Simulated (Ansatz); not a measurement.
Molecule: difluorosilane, sum formula SiH2F2, net charge 0, singlet state. 
Structure (B3LYP-D3(BJ)/def2-TZVP (Ansatz, a quantum-chemistry and plane-wave program) minimum search):
SMILES: F[SiH2]F
```xyz
5

Si     0.2322    -0.1423     0.3567
F     -0.9008    -0.9574    -0.4083
F      0.3968     1.2663    -0.3659
H      1.4982    -0.8787     0.2366
H     -0.2130     0.0912     1.7376
```
Charge 0, spin multiplicity 1.

Atomisation energy built up term by term with Ansatz (kcal/mol; UHF references for open shells; valence terms freeze the core; atomic spin-orbit terms are left out). Basis-set limits of correlation are two-point, X^-3; Hartree-Fock from the larger set.

```csv
term,basis,kcal/mol
Hartree-Fock,cc-pV(Q+d)Z,?
CCSD correlation,"CBS(cc-pV(T+d)Z,cc-pV(Q+d)Z)",100.79
(T),"CBS(cc-pV(T+d)Z,cc-pV(Q+d)Z)",?
core correlation,cc-pwCVTZ,-0.09
scalar relativity (X2C),cc-pVTZ-DK against cc-pVTZ,-1.20
sum: De,,?
```

**Question.** What belongs in the gaps?

**Answer.** 
- Hartree-Fock, kcal/mol: 341.28
- (T), kcal/mol: 5.81
- sum: De, kcal/mol: 446.6
